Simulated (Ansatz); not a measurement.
C2HBFN. Charge 0, multiplicity 1. The bonds changed during the relaxation, so this is another structure than the one it started from.

| atom | x (Å) | y (Å) | z (Å) |
| --- | --- | --- | --- |
| F1 | -2.2048 | 0.9175 | -0.6116 |
| B2 | -1.0610 | 0.3854 | -0.4759 |
| C3 | 0.1932 | -0.2085 | -0.3611 |
| C4 | 0.9227 | -0.2022 | 0.8442 |
| N5 | 1.5197 | -0.1965 | 1.8325 |
| H6 | 0.6302 | -0.6957 | -1.2281 |

Q: What are the harmonic wavenumbers in cm⁻¹ at PBE0-D4/def2-TZVP (Ansatz, finite differences of forces, unscaled)? (Best estimate.)

A: Ansatz gave: 102, 390, 403, 429, 577, 596, 860, 1061, 1264, 1852, 2347, 3178.

Q: Is this a minimum?

A: Yes, all 12 modes are real.

Q: Give the ideal-gas thermochemistry at 298.15 K and 1 bar (rigid rotor, harmonic oscillator; point group Cs, symmetry number 1).

A: Zero-point energy 78.1 kJ/mol; H(298) − E = 93.5 kJ/mol; entropy 298.0 J/(mol·K), of which translation 161.6, rotation 105.3, vibration 31.1; G(298) − E = 4.6 kJ/mol.
